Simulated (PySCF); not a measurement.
Two species compared at the same levels of theory.

First species: BMe3, C₃H₉B.
Geometry (PBE0-D3(BJ)/def2-SVP, Å), atoms numbered from 1 in this order:
```
atom  x, y, z in Å
B1     0.003   -0.004   -0.010
C2     1.576   -0.056   -0.029
H3     1.952    0.432    0.890
H4     1.972    0.560   -0.856
H5     2.019   -1.061   -0.090
C6    -0.739    1.385   -0.003
H7    -1.372    1.452    0.900
H8    -1.450    1.430   -0.847
H9    -0.090    2.272   -0.042
C10   -0.830   -1.340    0.023
H11   -1.923   -1.219    0.053
H12   -0.519   -1.948    0.891
H13   -0.569   -1.954   -0.858
```

Second species: C5H5F.
SMILES: `FC1=CCC=C1`

Levels: CAM-B3LYP/def2-SVPD for dipole moment, HOMO energy, LUMO energy, HOMO–LUMO gap, static isotropic polarisability and electronic spatial extent ⟨r²⟩ about the centre of nuclear charge; TDDFT CAM-B3LYP/def2-SVPD for lowest singlet excitation; TDA CAM-B3LYP/def2-SVPD for lowest triplet excitation (Tamm–Dancoff); PBE0-D3(BJ)/def2-SVP for rotational constant A and rotational constant C. Geometries: PBE0-D3(BJ)/def2-SVP. Each structure is a single optimised conformer of the isolated species, non-relativistic unless stated. Electronic properties by PySCF.

Values for the first species:

| Property | Result |
| --- | --- |
| Dipole moment | 0.02 D |
| HOMO energy | -9.98 eV |
| LUMO energy | 0.90 eV |
| HOMO–LUMO gap | 10.88 eV |
| Lowest singlet excitation | 6.56 eV |
| Lowest triplet excitation (Tamm–Dancoff) | 6.05 eV |
| Static isotropic polarisability | 53.3 au |
| Electronic spatial extent ⟨r²⟩ about the centre of nuclear charge | 383 bohr² |
| Rotational constant A | 7.281 GHz |
| Rotational constant C | 3.898 GHz |

Task: Estimate the same properties for the second species, and the change in each.

Result: 
| property | first | second | second less first |
| --- | --- | --- | --- |
| dipole moment | 0.02 D | 2.01 D | +1.99 D |
| HOMO energy | -9.98 eV | -7.85 eV | +2.13 eV |
| LUMO energy | 0.90 eV | 0.40 eV | -0.50 eV |
| HOMO–LUMO gap | 10.88 eV | 8.25 eV | -2.63 eV |
| lowest singlet excitation | 6.56 eV | 5.22 eV | -1.34 eV |
| lowest triplet excitation (Tamm–Dancoff) | 6.05 eV | 3.16 eV | -2.89 eV |
| static isotropic polarisability | 53.3 au | 56.1 au | +2.8 au |
| electronic spatial extent ⟨r²⟩ about the centre of nuclear charge | 383 bohr² | 495 bohr² | +112 bohr² |
| rotational constant A | 7.281 GHz | 8.222 GHz | +0.941 GHz |
| rotational constant C | 3.898 GHz | 2.434 GHz | -1.464 GHz |

On the first: No computed singlet falls in the visible range (750 to 380 nm, 1.65 to 3.26 eV); S1 lies 3.30 eV above its blue end. The polarisability is 7.89 Å³ as a volume (1 au = 0.148185 Å³), or 1.66 au for each of the 32 electrons.

On the second: The 10 singlets span 5.22 to 8.21 eV, and their oscillator strengths add up to 0.62. A dipole of 2.01 D is allowed in Cs, and pure rotational transitions are dipole-allowed.
